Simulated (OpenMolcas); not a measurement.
4d6 along the 42-electron sequence

- Program: OpenMolcas
- Method: RASSCF
- Basis: ANO-RCC-VQZP
- Scalar Hamiltonian: DKH2, point nucleus
- Spin-orbit coupling: state interaction with AMFI integrals over the reference wave functions, term energies averaged over their components

Active space for each ion: 12 electrons in 8 orbitals (RAS1 4p, at most 2 holes; RAS2 4d).

Computed levels in cm-1 above 5D4:

| Level | Ru2+ | Rh3+ | Pd4+ | Ag5+ |
| --- | --- | --- | --- | --- |
| 5D3 | 1173 | 1563 | 2006 | 2561 |
| 5D2 | 1872 | 2448 | 3079 | 3831 |
| 5D1 | 2321 | 3031 | 3812 | 4753 |
| 5D0 | 2536 | 3307 | 4153 | 5169 |
| 3P2(1) | 16791 | 18833 | 20790 | 22629 |
| 3H6 | 18890 | 21344 | 23672 | 25864 |
| 3H5 | 19182 | 21650 | 23973 | 26133 |
| 3F3(1) | 19856 | 22479 | 25008 | 27445 |
| 3H4 | 20122 | 22969 | 25757 | 28543 |
| weight of 5D in the lowest level (%) | 99 | 98 | 98 | 97 |

Mixed levels, with the weight of the term that names them: Ru2+ 3H4 (63 %), Rh3+ 3H4 (63 %), Pd4+ 3H4 (62 %), Ag5+ 3H5 (73 %), Ag5+ 3H4 (61 %).

Measured, with the error of the calculation in %. Measured levels: Ru2+ from Moore, Atomic Energy Levels, vol. III, NSRDS-NBS 35 (1971 reprint of NBS Circular 467, 1958); Ag5+ from the list in Gamrath, thesis, University of Mons (2023).

```json
{"Level": "5D3", "Ru2+": "1159 (+1.2)", "Ag5+": "2692 (-4.9)"}
{"Level": "5D2", "Ru2+": "1826 (+2.5)", "Ag5+": "3953 (-3.1)"}
{"Level": "5D1", "Ru2+": "2266 (+2.4)", "Ag5+": "4941 (-3.8)"}
{"Level": "5D0", "Ru2+": "2476 (+2.4)", "Ag5+": "5380 (-3.9)"}
{"Level": "3P2(1)", "Ru2+": "", "Ag5+": "21042 (+7.5)"}
{"Level": "3H6", "Ru2+": "", "Ag5+": "21512 (+20.2)"}
{"Level": "3H5", "Ru2+": "", "Ag5+": "21812 (+19.8)"}
{"Level": "3F3(1)", "Ru2+": "", "Ag5+": "24441 (+12.3)"}
{"Level": "3H4", "Ru2+": "", "Ag5+": "25144 (+13.5)"}
```

The fine-structure level 5D0 changes by a factor of 2.04 from Ru2+ to Ag5+. Its fourth root runs 7.10, 7.58, 8.03, 8.48, with steps per unit of Z of 0.49, 0.44, 0.45; equal steps would mean a (Z - σ)^4 law with constant σ.

3P2(1) changes by a factor of 1.35 over the same range, with steps per unit of Z of +2040, +1960, +1840 cm-1.

Without dynamic correlation excited terms often stand tens of per cent too high (terms of higher spin than the ground term too low), and those without a measured partner can miss by more than the paired ones. Active for correlation alone: 4p; no level in the range computed is led by a configuration that opens it, so any true level of that kind is missing. Computed and measured levels are paired by configuration, term and J; levels that our copy of the source lacks, or whose pairing is in doubt (as where it misses far off the trend of its configuration), stay unpaired and out of the deviations. Levels of configurations outside the active space are missing.

A number in round brackets counts repeated terms of one configuration in the order of the reference energies.
